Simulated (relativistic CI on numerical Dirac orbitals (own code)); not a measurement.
## Transition arrays of Yb³²⁺

Computed by Dirac-Coulomb-Breit CI, separate exchange-only KLI orbitals for each configuration, QED by a radiative potential, valence Slater integrals scaled by 0.9, whole transition arrays (own radial code, finite nucleus).

Configuration list (outside the closed core [Ar] 3d10 4s2): 4p6 4d2, 4p6 4d 4f, 4p5 4d3, 4p6 4d 5p, 4p6 4d 5f. Levels of other configurations are missing.

All E1 lines from the levels of 4p6 4d2; mean and standard deviation are weighted by gf, and upper levels are sorted by their leading configuration.

| Upper configuration | Lines | Σgf | Mean (eV) | Mean (nm) | σ (eV) | Strongest line (nm) |
| --- | --- | --- | --- | --- | --- | --- |
| 4p6 4d 4f | 66 | 37.4 | 191.89 | 6.461 | 10.05 | 6.022 |
| 4p5 4d3 | 481 | 163.0 | 217.10 | 5.711 | 21.32 | 5.421 |
| 4p6 4d 5p | 60 | 8.7 | 448.03 | 2.767 | 8.01 | 2.734 |
| 4p6 4d 5f | 81 | 30.6 | 604.78 | 2.050 | 6.42 | 2.061 |

Σgf per state of the lower configuration in bins of 0.2 nm over the central range (centre: value): 2.1: 0.68, 2.7: 0.11, 2.9: 0.08, 5.1: 0.07, 5.3: 1.02, 5.5: 1.15, 5.7: 0.52, 5.9: 0.21, 6.1: 0.20, 6.3: 0.18, 6.5: 0.21, 6.7: 0.19, 6.9: 0.23, 7.1: 0.22, 7.3: 0.09, 7.5: 0.10.

(1) How do configuration mixing and the scaling of the Slater integrals move the arrays?

Results:

(1) Slater scale 0.9, no configuration mixing: 4p6 4d 4f 187.9 ± 7.2 eV (Σgf 42.7), 4p5 4d3 206.4 ± 26.7 eV (Σgf 147.2), 4p6 4d 5p 448.2 ± 8.0 eV (Σgf 9.5), 4p6 4d 5f 604.8 ± 6.4 eV (Σgf 30.1); Slater scale 1: 4p6 4d 4f 193.9 ± 12.2 eV (Σgf 31.0), 4p5 4d3 219.8 ± 21.0 eV (Σgf 172.7), 4p6 4d 5p 448.0 ± 8.1 eV (Σgf 8.6), 4p6 4d 5f 604.8 ± 6.5 eV (Σgf 30.7); Slater scale 0.8: 4p6 4d 4f 190.0 ± 9.2 eV (Σgf 49.2), 4p5 4d3 215.2 ± 21.5 eV (Σgf 147.9), 4p6 4d 5p 448.0 ± 7.9 eV (Σgf 8.8), 4p6 4d 5f 604.8 ± 6.3 eV (Σgf 30.6). With mixing, levels are counted to their leading configuration, so an array can shrink or vanish into another, and the sums then hold other lines.
